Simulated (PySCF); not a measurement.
**`C[C@@H](F)O[C@@H]1CO1`, C4H7FO2**

Molfile (atoms numbered from 1):
```
C4H7FO2
     RDKit          3D

 14 14  0  0  0  0  0  0  0  0999 V2000
   -2.2457    0.5122   -0.2542 C   0  0  0  0  0  0  0  0  0  0  0  0
   -0.8761    0.0403   -0.7029 C   0  0  1  0  0  0  0  0  0  0  0  0
   -0.4023    0.8855   -1.6825 F   0  0  0  0  0  0  0  0  0  0  0  0
   -0.0159    0.0480    0.3837 O   0  0  0  0  0  0  0  0  0  0  0  0
    1.2110   -0.5618    0.1875 C   0  0  2  0  0  0  0  0  0  0  0  0
    2.3139   -0.1787    1.0635 C   0  0  0  0  0  0  0  0  0  0  0  0
    2.2657    0.1909   -0.2901 O   0  0  0  0  0  0  0  0  0  0  0  0
   -2.1491    1.4969    0.1939 H   0  0  0  0  0  0  0  0  0  0  0  0
   -2.9101    0.5654   -1.1117 H   0  0  0  0  0  0  0  0  0  0  0  0
   -2.6429   -0.1801    0.4809 H   0  0  0  0  0  0  0  0  0  0  0  0
   -0.9091   -0.9584   -1.1773 H   0  0  0  0  0  0  0  0  0  0  0  0
    1.1391   -1.5772   -0.2084 H   0  0  0  0  0  0  0  0  0  0  0  0
    2.1497    0.6243    1.7702 H   0  0  0  0  0  0  0  0  0  0  0  0
    3.0711   -0.9077    1.3252 H   0  0  0  0  0  0  0  0  0  0  0  0
  1  2  1  0
  2  3  1  0
  2  4  1  0
  4  5  1  0
  5  6  1  0
  6  7  1  0
  7  5  1  0
  1  8  1  0
  1  9  1  0
  1 10  1  0
  2 11  1  6
  5 12  1  6
  6 13  1  0
  6 14  1  0
M  END
```

Level of theory: PySCF 2.14.0, TDDFT CAM-B3LYP/def2-SVPD circular dichroism and optical rotation, one conformer, gas phase. Geometry: GFN2-xTB.

The molecule is flexible and this is one conformer; a measurement averages over conformers.

Problem. Draw the ECD and absorption spectra from the lowest 12 states, each a Gaussian of half-width 0.25 eV at 1/e height.

Solution. 
```csv
E (eV),λ (nm),Δε (L mol⁻¹ cm⁻¹),ε (L mol⁻¹ cm⁻¹)
7.74,160,-0.20,29.3
7.89,157,-1.47,228
8.04,154,-4.79,878
8.19,151,-5.48,1740
8.34,149,+2.32,2040
8.49,146,+8.83,2180
8.64,143,+6.40,2840
8.79,141,-4.56,3530
8.94,139,-26.68,4660
9.09,136,-40.88,6200
9.24,134,-28.04,6420
9.39,132,+2.13,6050
9.54,130,+34.52,7630
```
Δε uses R in velocity form, ε uses f in length form. Only the states computed contribute, so the short-wavelength end is incomplete.
